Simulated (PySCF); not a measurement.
OY, SMILES [O]=[Y] (connectivity only; charge and spin as stated), neutral, multiplicity 2. Coordinates come from a PBE0-D3(BJ)/def2-TZVPD optimisation. The def2 effective core potentials stand for the cores of Y; spin–orbit coupling is left out.

These are PySCF with PBE0-D3(BJ)/def2-TZVPD values and carry that method's errors.

Harmonic wavenumbers (cm⁻¹): 890. Rotational constants (GHz): 11.67 (linear); symmetry number 1.

Q: Work out the zero-point energy and the ideal-gas rigid-rotor harmonic-oscillator thermochemistry at 298.15 K and 1 atm.

A: ZPE = ½ Σ hcν = ½ × 890 cm⁻¹ = 5.32 kJ/mol. H − E(el) = 14.15 kJ/mol. Entropy in J/(mol K): translation 166.78, rotation 60.51, vibration 0.61, spin 5.76, total 233.65. G − E(el) = -55.52 kJ/mol. Cp = 31.25 J/(mol K).
